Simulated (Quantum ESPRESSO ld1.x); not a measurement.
Problem. Tm+, configuration [Xe] 4f13 6s1. Calculated with ld1.x of Quantum ESPRESSO 7.5: scalar-relativistic Kohn-Sham, LDA (Slater exchange, VWN5 correlation), spin-polarised, spherical densities, point nucleus; open shells are filled with parallel spins first. Some entries of the table are withheld. Estimate them.

| orbital | occ. | eigenvalue (eV) | r(max) (bohr) | <r> (bohr) |
|---|---|---|---|---|
| 1s up | 1 | -59245.8 | 0.013 | 0.02002 |
| 1s down | 1 | -59245.8 | 0.013 | 0.02002 |
| 2s up | 1 | -10002.3 | 0.072 | 0.08493 |
| 2s down | 1 | -10002.3 | 0.072 | 0.08492 |
| 2p up | 3 | -8835.51 | 0.059 | 0.07544 |
| 2p down | 3 | -8835.49 | 0.059 | 0.07543 |
| 3s up | 1 | -2252.78 | 0.203 | 0.2212 |
| 3s down | 1 | -2252.33 | 0.203 | 0.2212 |
| 3p up | 3 | -1899.50 | 0.200 | 0.2205 |
| 3p down | 3 | -1899.05 | 0.200 | 0.2204 |
| 3d up | 5 | -1462.55 | 0.164 | 0.1999 |
| 3d down | 5 | -1462.20 | 0.164 | 0.1999 |
| 4s up | 1 | -448.910 | 0.463 | 0.4981 |
| 4s down | 1 | -448.021 | 0.463 | 0.4981 |
| 4p up | 3 | -332.767 | 0.486 | 0.5288 |
| 4p down | 3 | -331.893 | 0.486 | 0.5288 |
| 4d up | 5 | -178.553 | 0.501 | 0.5719 |
| 4d down | 5 | -177.698 | 0.501 | 0.5721 |
| 5s up | 1 | -60.5493 | 1.09 | 1.229 |
| 5s down | 1 | -60.0906 | 1.09 | 1.230 |
| 5p up | 3 | -34.0139 | 1.25 | 1.472 |
| 5p down | 3 | -33.6048 | 1.26 | 1.470 |
| 4f up | 7 | -10.3884 | (1) | 0.8035 |
| 6s up | 1 | -9.7631 | 3.08 | 3.518 |
| 4f down | 6 | -9.6210 | (2) | 0.8073 |
| 6s down | 0 | -8.9433 | 3.08 | 3.569 |
| 5d up | 0 | -7.0939 | 2.00 | (3) |
| 5d down | 0 | -6.4573 | 1.95 | (4) |
| 6p up | 0 | -5.8917 | 3.98 | 4.536 |
| 6p down | 0 | -5.2460 | 4.11 | 4.750 |

Solution. 
(1) 4f up r(max) (bohr): 0.494
(2) 4f down r(max) (bohr): 0.494
(3) 5d up <r> (bohr): 2.774
(4) 5d down <r> (bohr): 2.761
